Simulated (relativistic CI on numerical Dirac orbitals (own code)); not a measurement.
**Slater and spin-orbit integrals, Cs13+**

Computed by Dirac-Coulomb-Breit CI, KLI orbitals optimised for each configuration, model QED (radiative potential, 1s self-energy scaled to tabulated hydrogen-like ionisation energies), unscaled Slater integrals (own radial code, finite nucleus).

Slater integrals F^k, G^k are unscaled and averaged over j, outside the closed core [Ar] 3d10; ζ comes from projecting the Hamiltonian with its Breit term on Σ l·s of the shell.

- 4s2 4p6 4d6: F^2(4d,4d) = 134020, F^4(4d,4d) = 90416, ζ(4d) = 8559.5 cm⁻¹; <r>(4d) = 0.7579, <r^2>(4d) = 0.6577 (bohr units).
- 4s2 4p5 4d7: ζ(4p) = 80902, F^2(4d,4d) = 134090, F^4(4d,4d) = 90459, F^2(4p,4d) = 139350, G^1(4p,4d) = 176630, G^3(4p,4d) = 111310, ζ(4d) = 8546.5 cm⁻¹; <r>(4p) = 0.7055, <r^2>(4p) = 0.5631, <r>(4d) = 0.7573, <r^2>(4d) = 0.6568 (bohr units).
- 4s2 4p6 4d5 4f: F^2(4d,4d) = 134160, F^4(4d,4d) = 90507, ζ(4d) = 8608.3, F^2(4d,4f) = 125750, F^4(4d,4f) = 82181, G^1(4d,4f) = 147420, G^3(4d,4f) = 95150, G^5(4d,4f) = 68073, ζ(4f) = 609.48 cm⁻¹; <r>(4d) = 0.757, <r^2>(4d) = 0.6563, <r>(4f) = 0.8322, <r^2>(4f) = 0.8046 (bohr units).

(1) Give the Racah parameters of the d shell in 4s2 4p6 4d6.

Averages of the first 10 configurations, taken without configuration mixing, which lowers the lowest level and can move excited configurations by several eV; other configurations of the list can lie among them:

```json
{"Configuration": "4s2 4p6 4d6", "Parity": "even", "States": "210", "Average energy above the lowest level (eV)": "9.0"}
{"Configuration": "4s2 4p5 4d7", "Parity": "odd", "States": "720", "Average energy above the lowest level (eV)": "108.1"}
{"Configuration": "4s2 4p6 4d5 4f", "Parity": "odd", "States": "3528", "Average energy above the lowest level (eV)": "111.4"}
{"Configuration": "4s2 4p4 4d8", "Parity": "even", "States": "675", "Average energy above the lowest level (eV)": "209.1"}
{"Configuration": "4s 4p6 4d7", "Parity": "even", "States": "240", "Average energy above the lowest level (eV)": "176.1"}
{"Configuration": "4s2 4p6 4d5 5s", "Parity": "even", "States": "504", "Average energy above the lowest level (eV)": "108.3"}
{"Configuration": "4s2 4p6 4d5 5p", "Parity": "odd", "States": "1512", "Average energy above the lowest level (eV)": "131.0"}
{"Configuration": "4p6 4d8", "Parity": "even", "States": "45", "Average energy above the lowest level (eV)": "346.2"}
{"Configuration": "4s2 4p6 4d4 5s2", "Parity": "even", "States": "210", "Average energy above the lowest level (eV)": "213.1"}
{"Configuration": "4s2 4p6 4d4 4f 5s", "Parity": "odd", "States": "5880", "Average energy above the lowest level (eV)": "211.8"}
```

Answers

(1) B = F²/49 − 5F⁴/441 = 1710 cm⁻¹ and C = 35F⁴/441 = 7176 cm⁻¹.
